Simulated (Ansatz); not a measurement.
Geometry optimisation, RKS B3LYP-D4/6-31G (Ansatz).

Input:

```yaml
crystal:
  periodic: [false, false, false]
  atoms:
    - { symbol: B, position_ang: [-0.9595, -0.9117, 2.0021] }
    - { symbol: C, position_ang: [-0.059, -1.4033, 0.8264] }
    - { symbol: C, position_ang: [0.4519, -0.263, -0.0579] }
    - { symbol: S, position_ang: [-0.7683, 0.4803, -1.0705] }
    - { symbol: C, position_ang: [0.2471, 1.6844, -1.8832] }
    - { symbol: H, position_ang: [-0.5938, -0.0906, 2.7927] }
    - { symbol: H, position_ang: [-2.1042, -1.2261, 2.0532] }
    - { symbol: H, position_ang: [-0.573, -2.1109, 0.1919] }
    - { symbol: H, position_ang: [0.8017, -1.915, 1.3416] }
    - { symbol: H, position_ang: [0.9572, 0.5188, 0.6152] }
    - { symbol: H, position_ang: [1.2547, -0.6777, -0.6973] }
    - { symbol: H, position_ang: [0.7054, 2.3743, -1.0857] }
    - { symbol: H, position_ang: [1.0051, 1.2025, -2.4396] }
    - { symbol: H, position_ang: [-0.3781, 2.3089, -2.5599] }
basis:
  gaussian: { orbitals: "6-31G" }
hamiltonian:
  xc: b3lyp
  dispersion: d4
relax:
  f_tol: 0.02
  max_steps: 50
output:
  orbitals: {}
```

Run as:

```bash
$ ansatz run input.yaml --threads 1 --pin off --max-ram 2048MiB --backend cpu --events-out ev --progress --plain --runs-dir out
```

Problem. Where does it end, and by what steps?

Solution. The run converged. Limits of this set-up: no polarisation functions. After 11 steps the energy has fallen by 0.624 eV; H6 moved furthest, 0.65 Å.

```csv
step,energy less start (eV),largest force component (eV/Å),accepted
0,0.0000,3.760,yes
1,-0.3510,1.710,yes
2,-0.5474,0.570,yes
3,-0.5882,0.343,yes
4,-0.6022,0.190,yes
5,-0.6156,0.095,yes
6,-0.6175,0.240,yes
7,-0.6202,0.132,yes
8,-0.6224,0.053,yes
9,-0.6237,0.037,yes
10,-0.6237,0.054,yes
11,-0.6243,0.019,yes
```

```xyz
14
Properties=species:S:1:pos:R:3
B -1.035 -0.810 1.941
C -0.099 -1.438 0.851
C 0.596 -0.429 -0.069
S -0.750 0.400 -1.132
C 0.255 1.828 -1.843
H -0.840 0.303 2.336
H -1.901 -1.457 2.456
H -0.611 -2.210 0.258
H 0.673 -1.992 1.423
H 1.087 0.359 0.510
H 1.322 -0.893 -0.743
H 0.619 2.469 -1.037
H 1.090 1.446 -2.434
H -0.420 2.394 -2.488
```

The run took 57 s on 1 thread of Arm Neoverse V1, on a shared host, peak memory 0.15 GiB.
